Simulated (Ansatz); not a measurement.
Species: C3HF4, charge 0, multiplicity 2. It need not be the lowest isomer of its formula. 
Geometry from a B3LYP-D3(BJ)/def2-TZVP (Ansatz, a first-principles code) optimisation:
SMILES: F/[C]=C/C(F)(F)F
```xyz
8

F      2.2558    -0.4195    -0.5784
C      1.7543     0.4874     0.2018
C      0.5216     0.7655     0.5570
C     -0.7004     0.0277     0.0975
F     -1.3724    -0.4894     1.1475
F     -0.4186    -0.9807    -0.7404
F     -1.5534     0.8594    -0.5367
H      0.3454     1.5885     1.2350
```
Charge 0, spin multiplicity 2.

Total electronic energies in hartree. Valence correlation only, unless marked. Open shells are spin-unrestricted. No spin-orbit coupling. Non-relativistic unless marked X2C. CBS(X,Y): correlation extrapolated as X^-3; Hartree-Fock from the larger set. [CCSD(T)-MP2]/basis is that difference in the basis named.

The UHF reference is spin-contaminated (<S^2> 0.17 over the pure value in the largest basis). 

| level | program | energy (Eh) |
|---|---|---|
| HF/6-31G* | Ansatz | -511.85339 |
| HF/cc-pVDZ | Ansatz | -511.88150 |
| r2SCAN-D3(BJ)/def2-TZVPD | Ansatz + dftd3 | -514.19346 |
| PBE0-D3(BJ)/def2-TZVP | Ansatz + dftd3 | -513.90203 |
| PBE0/def2-TZVP | Ansatz | -513.89781 |
| PBE0/def2-TZVPD | Ansatz | ? |
| BHLYP-D4/def2-TZVPD | Ansatz + dftd4 | ? |
| r2SCANh/def2-TZVPD | Ansatz | -514.16271 |
| HSE06-D4/def2-TZVPD | Ansatz + dftd4 | -513.88280 |
| LC-wPBE/def2-TZVPD | Ansatz | -514.11537 |
| B2GP-PLYP/def2-TZVPD | Ansatz | -514.01840 |
| B2PLYP/def2-TZVPD | Ansatz | -514.10497 |
| RPA@PBE/cc-pVTZ | Ansatz | -514.12965 |
| MP2/6-31G* | Ansatz | -512.87219 |
| MP2/cc-pVDZ | Ansatz | -512.96794 |
| SCS-MP2/STO-3G | Ansatz | -505.05802 |
| SCS-MP2/6-31G | Ansatz | -512.36702 |
| CCSD/cc-pVQZ | Ansatz | -513.64118 |
| CCSD/CBS(cc-pVTZ,cc-pVQZ) | Ansatz | -513.7231 |
| CCSD(T)/6-31G | Ansatz | -512.43461 |
| X2C-CCSD(T)/cc-pVTZ-DK | Ansatz | -513.93253 |
| RI-MP2/CBS(cc-pVTZ,cc-pVQZ)+[CCSD(T)-MP2]/cc-pVQZ | Ansatz | -513.7894 |
| CCSD(T)/CBS(cc-pVTZ,cc-pVQZ) | Ansatz | -513.7879 |

**Question.** What belongs in the gaps?

**Answer.** 
- PBE0/def2-TZVPD, energy (Eh): -513.90016
- BHLYP-D4/def2-TZVPD, energy (Eh): -514.20204
